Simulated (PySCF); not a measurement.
A structure optimised at r2SCAN-D4/def2-SVP, used in a PySCF frequency run:

```xyz
5

Ga    -0.0069     0.3070     0.0000
F     -1.4114     1.3302     0.0000
F      1.5267     1.1322     0.0000
S     -0.1279    -1.8575     0.0000
H      1.2224    -1.9593     0.0000
```

**Question.** Write its SMILES, formula and point group.

**Answer.** [F][Ga]([F])[SH], F₂GaHS, Cs

**Question.** What are its rotational constants (standard atomic weights)?

**Answer.** 6.0097, 2.8271, 1.9226 GHz
